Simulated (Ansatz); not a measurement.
Input file for Ansatz (a first-principles code): R-BLYP/def2-TZVPP on SiH4 (SMILES [SiH4]).

Ansatz 0.2 input:
```yaml
crystal:
  periodic: [false, false, false]
  atoms:
    - {symbol: Si, position_ang: [0.00000000, -0.00000000, -0.00000000]}
    - {symbol: H, position_ang: [0.85467615, 0.85467615, 0.85467615]}
    - {symbol: H, position_ang: [-0.85467615, -0.85467615, 0.85467615]}
    - {symbol: H, position_ang: [-0.85467615, 0.85467615, -0.85467615]}
    - {symbol: H, position_ang: [0.85467615, -0.85467615, -0.85467615]}
basis:
  gaussian:
    orbitals: def2-TZVPP
hamiltonian:
  xc: {name: BLYP}
scf: {lower_state_search: off}
```

### Question
What total energy does the run end on?

### Answer
-291.8750 hartree.
